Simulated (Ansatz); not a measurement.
`F[Si]1(Cl)C[SiH2]1` at its PBE0-D4/def2-TZVP geometry, where that method's forces vanish. Total charge 0; spin multiplicity 1.

```xyz
9

F    -2.0482   -1.3455    0.4031
Si   -0.5763   -1.0183   -0.1029
Cl    0.3418   -2.7692   -0.5876
C     0.3997    0.1977    0.8904
Si    0.0864    0.9720   -0.8621
H     1.4278   -0.0324    1.1647
H    -0.1205    0.7067    1.7027
H    -0.7876    2.1688   -0.8763
H     1.2768    1.1202   -1.7321
```

Question: What forces (eV/Å) does ωB97M-V/def2-TZVPP give on these atoms in the Gaussian-basis code of Ansatz? (Estimate.)

Answer: Ansatz gave: 
```
F1  -0.119 -0.037  0.044
Si2  0.143  0.171 -0.026
Cl3  0.020 -0.039 -0.006
C4   0.009  0.003  0.006
Si5  0.016  0.082 -0.053
H6  -0.075  0.012 -0.017
H7   0.037 -0.036 -0.062
H8   0.109 -0.142  0.005
H9  -0.139 -0.015  0.109
```
